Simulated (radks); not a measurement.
Results of a calculation; reference values are marked as such.
The iron ion Fe4+, 22 electrons, occupied as [Ar] 3d3 4f1 (not the ground configuration). Code: a radial shooting solver on a logarithmic mesh with Libxc functionals. Model: Dirac Kohn-Sham, HCTH/407, spin-unpolarised, spherical densities, point nucleus; open shells fill j = l - 1/2 first.

Radial electron density D(r) = 4 pi r^2 rho(r):

r (bohr),D(r) (e/bohr)
0.001936,0.5705
0.002541,0.9431
0.003362,1.566
0.004413,2.530
0.005793,4.017
0.007665,6.318
0.01006,9.519
0.01321,13.80
0.01747,19.19
0.02293,24.75
0.0301,29.36
0.03983,31.46
0.05228,30.05
0.06917,26.41
0.0908,24.61
0.1192,27.70
0.1577,33.61
0.207,34.27
0.2717,25.83
0.3595,15.10
0.4718,12.60
0.6193,15.42
0.8195,13.92
1.076,7.590
1.412,2.454
1.868,0.5900
2.452,0.3406
3.218,0.3439
4.258,0.2088
5.589,0.06605
7.337,0.006672
9.707,0.0001431

D(r) has 4 maxima, at r = 0.0408, 0.185, 0.676, 2.95 bohr, and minima at 0.0886, 0.443, 2.45 bohr, inside which lie 2.11, 10.61, 21.21 electrons.
